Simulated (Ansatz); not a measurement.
## Nudged elastic band run: CH₈GeNOSb

input.yaml

```yaml
crystal:
  periodic: [false, false, false]
  atoms:
    - { symbol: "N", position_ang: [-1.406123, 0.643135, 0.699019] }
    - { symbol: C, position_ang: [-0.362602, 0.07319, -0.048263] }
    - { symbol: O, position_ang: [-0.911206, -0.395329, -1.235224] }
    - { symbol: Ge, position_ang: [0.468495, -1.391024, 0.97617] }
    - { symbol: Sb, position_ang: [1.323716, 1.577799, -0.563295] }
    - { symbol: H, position_ang: [-1.152925, 0.910529, 1.655388] }
    - { symbol: H, position_ang: [-1.891104, 1.407262, 0.207051] }
    - { symbol: H, position_ang: [-0.180115, -0.518223, -1.872513] }
    - { symbol: H, position_ang: [0.973656, -0.875794, 2.348623] }
    - { symbol: H, position_ang: [1.677412, -1.901529, 0.157311] }
    - { symbol: H, position_ang: [-0.544499, -2.538533, 1.181943] }
    - { symbol: H, position_ang: [1.85759, 0.612628, -1.905294] }
    - { symbol: H, position_ang: [0.168105, 2.36119, -1.586115] }
basis:
  gaussian: { orbitals: def2-SVP }
hamiltonian:
  xc: lda
neb:
  order_check: false
  images: 7
  f_tol: 0.05
  max_iterations: 60
  final_atoms:
    - { symbol: "N", position_ang: [-1.17633408, 0.8050621, 0.75264821] }
    - { symbol: C, position_ang: [-0.24893782, 0.12235155, -0.06239069] }
    - { symbol: O, position_ang: [-0.85886153, -0.39228968, -1.2154948] }
    - { symbol: Ge, position_ang: [0.53975815, -1.32887695, 1.00954269] }
    - { symbol: Sb, position_ang: [1.3378782, 1.63070041, -0.4928664] }
    - { symbol: H, position_ang: [-1.90847421, 0.17108677, 1.11170833] }
    - { symbol: H, position_ang: [-1.64290372, 1.5689142, 0.23791684] }
    - { symbol: H, position_ang: [-0.16654822, -0.74634993, -1.80902969] }
    - { symbol: H, position_ang: [1.44537846, -0.8078903, 2.14729104] }
    - { symbol: H, position_ang: [1.3638799, -2.25092485, 0.07816784] }
    - { symbol: H, position_ang: [-0.63771272, -2.14636808, 1.59942643] }
    - { symbol: H, position_ang: [1.80900183, 0.80617925, -1.94804504] }
    - { symbol: H, position_ang: [0.16427575, 2.53370651, -1.39407376] }
  initial_path:
    images:
      - { positions_ang: [[-1.406123, 0.643135, 0.699019], [-0.362602, 0.07319, -0.048263], [-0.911206, -0.395329, -1.235224], [0.468495, -1.391024, 0.97617], [1.323716, 1.577799, -0.563295], [-1.152925, 0.910529, 1.655388], [-1.891104, 1.407262, 0.207051], [-0.180115, -0.518223, -1.872513], [0.973656, -0.875794, 2.348623], [1.677412, -1.901529, 0.157311], [-0.544499, -2.538533, 1.181943], [1.85759, 0.612628, -1.905294], [0.168105, 2.36119, -1.586115]] }
      - { positions_ang: [[-1.38069387, 0.67015588, 0.7169308], [-0.35481158, 0.09821305, -0.05469653], [-0.92079794, -0.36519278, -1.24496172], [0.48259365, -1.37560805, 0.953484], [1.30467008, 1.58676245, -0.55542453], [-1.13324562, 0.87479296, 1.68814602], [-1.9607648, 1.33003774, 0.20455778], [-0.17064566, -0.54180048, -1.86309462], [1.0037539, -0.86023862, 2.32439051], [1.64373939, -1.92561374, 0.12642458], [-0.57576912, -2.49568335, 1.19456554], [1.90253016, 0.59581733, -1.84202129], [0.17984141, 2.37365864, -1.63349952]] }
      - { positions_ang: [[-1.35526474, 0.69717675, 0.73484261], [-0.34702116, 0.12323609, -0.06113006], [-0.93038989, -0.33505657, -1.25469944], [0.4966923, -1.36019211, 0.93079799], [1.28562417, 1.5957259, -0.54755407], [-1.11356624, 0.83905692, 1.72090403], [-2.03042559, 1.25281348, 0.20206456], [-0.16117631, -0.56537796, -1.85367625], [1.03385179, -0.84468325, 2.30015802], [1.61006677, -1.94969849, 0.09553816], [-0.60703924, -2.45283371, 1.20718808], [1.94747032, 0.57900666, -1.77874858], [0.19157783, 2.38612728, -1.68088405]] }
      - { positions_ang: [[-1.32983561, 0.72419763, 0.75275441], [-0.33923075, 0.14825914, -0.06756359], [-0.93998183, -0.30492035, -1.26443716], [0.51079094, -1.34477616, 0.90811199], [1.26657825, 1.60468935, -0.5396836], [-1.09388686, 0.80332088, 1.75366205], [-2.10008639, 1.17558921, 0.19957135], [-0.15170697, -0.58895544, -1.84425787], [1.06394969, -0.82912787, 2.27592552], [1.57639416, -1.97378323, 0.06465174], [-0.63830936, -2.40998406, 1.21981061], [1.99241048, 0.56219599, -1.71547588], [0.20331424, 2.39859592, -1.72826857]] }
      - { positions_ang: [[-1.30440648, 0.7512185, 0.77066621], [-0.33144033, 0.17328219, -0.07399711], [-0.94957377, -0.27478414, -1.27417489], [0.52488959, -1.32936022, 0.88542598], [1.24753234, 1.6136528, -0.53181313], [-1.07420748, 0.76758485, 1.78642006], [-2.16974719, 1.09836495, 0.19707813], [-0.14223763, -0.61253293, -1.83483949], [1.09404758, -0.8135725, 2.25169303], [1.54272155, -1.99786798, 0.03376532], [-0.66957948, -2.36713442, 1.23243315], [2.03735063, 0.54538532, -1.65220317], [0.21505065, 2.41106456, -1.77565309]] }
      - { positions_ang: [[-1.27238838, 0.7646794, 0.76616171], [-0.3108147, 0.16054953, -0.07109551], [-0.92689571, -0.30416052, -1.25950486], [0.52860673, -1.3292394, 0.91645516], [1.2701188, 1.6179147, -0.52207645], [-1.28277416, 0.61846033, 1.61774213], [-2.03803632, 1.21600226, 0.20728781], [-0.14831528, -0.64598718, -1.82838704], [1.1818803, -0.81215195, 2.22559254], [1.49801114, -2.0611322, 0.04486595], [-0.66161279, -2.31194283, 1.32418147], [1.98026343, 0.6105838, -1.72616364], [0.20235693, 2.44172505, -1.68025826]] }
      - { positions_ang: [[-1.24037028, 0.7781403, 0.76165721], [-0.29018907, 0.14781687, -0.0681939], [-0.90421765, -0.33353691, -1.24483484], [0.53232387, -1.32911858, 0.94748433], [1.29270527, 1.6221766, -0.51233977], [-1.49134084, 0.46933581, 1.44906419], [-1.90632545, 1.33363957, 0.21749749], [-0.15439292, -0.67944143, -1.82193459], [1.26971302, -0.8107314, 2.19949204], [1.45330073, -2.12439641, 0.05596658], [-0.6536461, -2.25675125, 1.41592979], [1.92317623, 0.67578229, -1.80012411], [0.1896632, 2.47238553, -1.58486343]] }
      - { positions_ang: [[-1.20835218, 0.7916012, 0.75715271], [-0.26956345, 0.13508421, -0.06529229], [-0.88153959, -0.36291329, -1.23016482], [0.53604101, -1.32899776, 0.97851351], [1.31529173, 1.62643851, -0.50260309], [-1.69990752, 0.32021129, 1.28038626], [-1.77461459, 1.45127689, 0.22770716], [-0.16047057, -0.71289568, -1.81548214], [1.35754574, -0.80931085, 2.17339154], [1.40859031, -2.18766063, 0.06706721], [-0.64567941, -2.20155966, 1.50767811], [1.86608903, 0.74098077, -1.87408457], [0.17696947, 2.50304602, -1.4894686]] }
      - { positions_ang: [[-1.17633408, 0.8050621, 0.75264821], [-0.24893782, 0.12235155, -0.06239069], [-0.85886153, -0.39228968, -1.2154948], [0.53975815, -1.32887695, 1.00954269], [1.3378782, 1.63070041, -0.4928664], [-1.90847421, 0.17108677, 1.11170833], [-1.64290372, 1.5689142, 0.23791684], [-0.16654822, -0.74634993, -1.80902969], [1.44537846, -0.8078903, 2.14729104], [1.3638799, -2.25092485, 0.07816784], [-0.63771272, -2.14636808, 1.59942643], [1.80900183, 0.80617925, -1.94804504], [0.16427575, 2.53370651, -1.39407376]] }
```

Command:

```bash
$ ansatz run input.yaml --threads 2 --pin off --max-ram 3072MiB --backend cpu --events-out ev --progress --plain --runs-dir out
```

Output, in part (warnings, iteration lines, the closing report on the highest movable image, with atoms numbered from 0):

```
NEB end point (image 0): max|allowed force component| = 3.296e-3 eV/Å (the criterion of neb.relax_end_points is 1.000e-2)
NEB end point (image 8): max|allowed force component| = 7.791e-3 eV/Å (the criterion of neb.relax_end_points is 1.000e-2)
NEB iter   1: max|band force component| = 1.945e1 eV/Å  barrier→ = 2.0229 eV  barrier← = 2.1803 eV  Δτ_max = 0.2000 Å  (271 SCF iters)
NEB iter   2: max|band force component| = 1.861e0 eV/Å  barrier→ = 0.2331 eV  barrier← = 0.3905 eV  Δτ_max = 0.2000 Å  (231 SCF iters)
NEB iter   3: max|band force component| = 1.007e0 eV/Å  barrier→ = 0.1162 eV  barrier← = 0.2736 eV  Δτ_max = 0.1974 Å  (215 SCF iters)
NEB iter   4: max|band force component| = 1.162e0 eV/Å  barrier→ = 0.0658 eV  barrier← = 0.2232 eV  Δτ_max = 0.1017 Å  (206 SCF iters)
NEB iter   5: max|band force component| = 6.349e-1 eV/Å  barrier→ = 0.0501 eV  barrier← = 0.2075 eV  Δτ_max = 0.1017 Å  (212 SCF iters)
NEB iter   6: max|band force component| = 5.815e-1 eV/Å  barrier→ = 0.0426 eV  barrier← = 0.2000 eV  Δτ_max = 0.0583 Å  (218 SCF iters)
NEB iter   7: max|band force component| = 3.234e-1 eV/Å  barrier→ = 0.0383 eV  barrier← = 0.1957 eV  CI = image 3  Δτ_max = 0.0868 Å  (217 SCF iters)
NEB iter   8: max|band force component| = 1.407e-1 eV/Å  barrier→ = 0.0412 eV  barrier← = 0.1986 eV  CI = image 3  Δτ_max = 0.0250 Å  (211 SCF iters)
NEB iter   9: max|band force component| = 8.433e-2 eV/Å  barrier→ = 0.0404 eV  barrier← = 0.1978 eV  CI = image 3  Δτ_max = 0.0219 Å  (220 SCF iters)
NEB iter  10: max|band force component| = 3.516e-2 eV/Å  barrier→ = 0.0400 eV  barrier← = 0.1975 eV  CI = image 3  Δτ_max = 0.0000 Å  (422 SCF iters)
Total energy: -67614.37207964 eV, -2484.7823432592 hartree
Atom 0 at    -1.361581     0.712394     0.655401 Å, force    -0.005016     0.021093    -0.005635 eV/Å
Atom 1 at    -0.348039     0.093546    -0.064280 Å, force     0.000106     0.000702    -0.000039 eV/Å
Atom 2 at    -0.859216    -0.425921    -1.260852 Å, force     0.027924     0.002055    -0.007999 eV/Å
Atom 3 at     0.488464    -1.345456     0.983225 Å, force    -0.011486    -0.002326     0.013373 eV/Å
Atom 4 at     1.310029     1.599602    -0.547484 Å, force     0.007332    -0.005875    -0.002467 eV/Å
Atom 5 at    -1.517493     0.519732     1.643645 Å, force    -0.001332    -0.002286    -0.011606 eV/Å
Atom 6 at    -1.821736     1.539660     0.264486 Å, force     0.004233    -0.019435     0.009790 eV/Å
Atom 7 at    -0.105361    -0.558901    -1.871348 Å, force    -0.024601    -0.003317     0.008424 eV/Å
Atom 8 at     1.229218    -0.805691     2.233247 Å, force    -0.002295     0.000511    -0.000970 eV/Å
Atom 9 at     1.504471    -2.045679     0.056001 Å, force     0.006130    -0.005109    -0.002447 eV/Å
Atom 10 at    -0.593763    -2.365658     1.416474 Å, force     0.006474     0.007879    -0.003880 eV/Å
Atom 11 at     1.925117     0.682262    -1.891533 Å, force    -0.004757     0.003799    -0.003348 eV/Å
Atom 12 at     0.170290     2.365412    -1.602181 Å, force    -0.002713     0.002309     0.006804 eV/Å
Dipole moment:    -0.095529     0.084035     0.185521 e Å
```

The run converged. A vibrational analysis at the climbing image gives one clearly imaginary mode, 397i cm⁻¹: a first-order saddle point.

Final band (atoms are numbered from 1 in the order of the input):

```tsv
image	path coordinate (Å)	energy (kcal/mol)	height of N1 over the plane of its neighbours (Å)
0	0.00	0.0	0.30
1	0.30	0.1	0.30
2	0.60	0.4	0.25
3	0.89	0.9	0.08
4	1.15	-0.3	-0.14
5	1.41	-2.3	-0.29
6	1.66	-3.3	-0.35
7	1.92	-3.6	-0.36
8	2.17	-3.6	-0.36
```

The run took 3.1 min on 2 threads of Arm Neoverse V1, with other jobs on the host, peak memory 0.2 GiB.
